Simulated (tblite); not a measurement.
Compound: CH₁₀Ge₂Si.
SMILES with atom numbers: `[CH3:1][SiH:2]([GeH3:3])[GeH3:4]` (hydrogens: H5, H6, H7 on C1; H8 on Si2; H9, H10, H11 on Ge3; H12, H13, H14 on Ge4)

Cartesian coordinates in Å at the GFN2-xTB level; atoms count from 1:
```xyz
14
CH10Ge2Si angstrom
C     -0.9912   -1.6300    0.3906
Si    -0.1654   -0.2257   -0.5899
Ge    -1.1512    1.8135    0.0293
Ge     2.1413   -0.2171   -0.1510
H     -0.8526   -1.4856    1.4600
H     -2.0602   -1.6673    0.1985
H     -0.5701   -2.5978    0.1316
H     -0.3899   -0.4521   -2.0263
H     -2.6344    1.8904   -0.1853
H     -0.6376    3.0274   -0.6859
H     -0.9987    2.1848    1.4762
H      3.0379   -0.3167   -1.3496
H      2.6260   -1.3339    0.7274
H      2.6453    1.0096    0.5522
```

Calculated harmonic vibrations of the isolated species, GFN2-xTB (tblite), most abundant isotopes, no scaling. Errors from tens to a few hundred cm⁻¹ against measured bands are possible. Modes of hydrogen on germanium and silicon can be 10 to 20 % off. The optimisation stopped once no atom felt more than 0.01 eV/Å.

Lowest wavenumbers of the output (negative numbers stand for imaginary wavenumbers):
```
mode    cm-1
  1     -35.6
  2      13.8
  3      67.6
  4     116.1
  5     121.2
  6     134.2
  7     290.3
  8     347.9
  9     348.8
 10     377.0
 11     394.2
 12     414.3
 13     593.6
 14     610.0
 15     739.4
```

Is this structure a minimum?

Not by this Hessian. 1 mode is imaginary beyond 20i (36i cm⁻¹), so at this level the point lies at or near a first-order saddle. The curvature is small, so loose convergence or finite differences may be the whole cause.

Which atoms move in the imaginary mode?

36i: H9 (Ge–H hydrogen) 31 %, H10 (Ge–H hydrogen) 31 %, H11 (Ge–H hydrogen) 30 %. These are shares of the mass-weighted motion.

What is the remedy?

Step along that mode in both directions, optimise again with tighter thresholds and repeat the frequencies. The zero-point energy of this point (55.6 kcal/mol) counts the 35 real modes alone, and thermal corrections from it aren't those of a minimum.
